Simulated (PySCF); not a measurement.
**Computed properties of N-methyl-N-silylethenamine (C₃H₉NSi), SMILES C=CN(C)[SiH3]**

N-methyl-N-silylethenamine (C3H9NSi), SMILES C=CN(C)[SiH3]. Coordinates come from a B3LYP-D3(BJ)/def2-SVP optimisation. Other conformers were not sampled. All values are computed for the isolated molecule unless a solvent is named; none is compared with measurement here.

**Structure.** All 36 harmonic modes at B3LYP-D3(BJ)/def2-SVP (PySCF) are real, so it is a minimum. With heavy atoms numbered as in [CH2:1]=[CH:2][N:3]([CH3:4])[SiH3:5], the shortest bond between them is C1–C2 at 1.345 Å and the longest N3–Si5 at 1.760 Å.

**Vibrations.** The strongest infrared lines (harmonic, unscaled, degenerate partners summed) lie at 950 cm⁻¹ (236 km/mol, H 65 %, N 13 %, C 12 %, Si 10 %), 1701 cm⁻¹ (167 km/mol, C 83 %, H 14 %), 2202 cm⁻¹ (133 km/mol, H 96 %). The softest mode is at 69 cm⁻¹ and the zero-point energy is 70.2 kcal/mol.

**Electronic structure.** CAM-B3LYP/def2-TZVP (PySCF) places the frontier levels at -7.23 and 1.53 eV, a gap of 8.76 eV, and gives a dipole moment of 1.42 D and a mean polarisability of 71.7 bohr³. PBE/def2-TZVP (PySCF) at the same geometry gives -4.87 and -0.42 eV, so its gap is 4.31 eV narrower. An orbital gap is neither the optical nor the fundamental gap.

**Excitations.** TDDFT-B3LYP/def2-SVPD (PySCF) has S1 at 5.10 eV (243 nm, f = 0.010, weak); the most intense of the 10 singlets computed lies at 5.71 eV (f = 0.20). T1 (TDA) is at 3.90 eV. TDDFT-PBE/def2-SVPD (PySCF) puts S1 at 4.62 eV. No vertical singlet excitation falls in the visible range (under 3.1 eV).

**NMR.** GIAO shifts at HF/pcSseg-1 (PySCF) (non-relativistic, atoms alike by connectivity averaged): ¹³C from 39.4 to 157.1 ppm against TMS; ¹H from 2.9 to 6.4 ppm against TMS; ²⁹Si at -46.4 ppm against TMS.

**Solvation.** SMD-M06-2X/6-31G* (PySCF) gives 1.6 kcal/mol in water, -3.1 kcal/mol in diethylether, -2.4 kcal/mol in N,N-dimethylformamide (1 M in both phases, gas-phase geometry); of these solvents diethylether holds the molecule best.
